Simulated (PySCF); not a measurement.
# Unknown compound

Molecular formula: C11H12. Simulated spectra:

1H NMR (400 MHz, computed): δ 7.49 (m, 1H), 7.37 (m, 1H), 7.35 (m, 1H), 3.32 (s, 1H), 2.98 (q, 2H), 2.63 (s, 3H), 1.25 (t, 3H).

13C{1H} NMR (computed): δ 155.7 (C), 149.1 (C), 134.7 (CH), 131.6 (CH), 130.9 (CH), 124.3 (C), 96.9 (CH), 86.2 (C), 33.6 (CH2), 25.1 (CH3), 19.4 (CH3).

PySCF 2.14.0 with density-fitted response routines calculation with coordinates at the GFN2-xTB level and NMR shieldings at PBE0/pcSseg-1/GIAO; no relativistic terms, isolated molecule, one computed conformer, averaged over atoms made equivalent by symmetry, fast rotation or ring inversion.

Scale: TMS for 1H (σref 31.72) and 13C (σref 186.93) (reference shieldings calculated alike).

Q: Which candidate is it?
A. C=C[C@@H](C)c1cccc2c1C2
B. C#C[C@@H]1C[C@H]1C1=CCC=CC1
C. C#Cc1cc(C)ccc1CC
D. C=Cc1cccc2c1[C@@H](C)C2
E. C=CCc1ccccc1C=C
F. C#Cc1c(C)cccc1CC

A: F. 

Rings plus π bonds: 6 (1 ring in the answer). 11 carbon signals for 11 carbons: no two carbons are equivalent. Carbon types of the structure: 4 × C, 4 × CH, 1 × CH2, 2 × CH3, which accounts for all hydrogens. δC 155.7, 149.1, 124.3: substituted aromatic carbon. δC 134.7, 131.6, 130.9: aromatic CH; the aromatic region. δC 96.9: terminal alkyne carbon; the triple bond shields along its axis, which puts it between sp3 and sp2 carbons. δC 86.2: alkyne carbon; the triple bond shields along its axis, which puts it between sp3 and sp2 carbons. δC 19.4: methyl carbon; a saturated carbon with 1 carbon neighbour and no heteroatom attached.

The others: C#C[C@@H]1C[C@H]1C1=CCC=CC1 would give 12 signals for carbon-bound and other non-exchanging H, not 7; C=Cc1cccc2c1[C@@H](C)C2 would give 10 signals for carbon-bound and other non-exchanging H, not 7; C=CCc1ccccc1C=C would give 11 signals for carbon-bound and other non-exchanging H, not 7; C#Cc1cc(C)ccc1CC has carbons computed at 152.4, 140.8, 140.7, 135.4, 133.7, 124.9, 90.8, 88.2, 33.4, 23.6, 18.8; C=C[C@@H](C)c1cccc2c1C2 would give 10 signals for carbon-bound and other non-exchanging H, not 7.

Shifts are as computed. Against solution values, carbons near 30 ppm lie about +3 ppm off and those near 130 ppm about +5 ppm. Of 1211 compounds with measured shifts, 218 miss one by over three times the rms of a fit or turn the order of signals round; such compounds aren't used in these exercises. Multiplicities follow the n + 1 count of equivalent neighbours, as no J values were calculated; m marks all less simple cases, F and P coupling included.
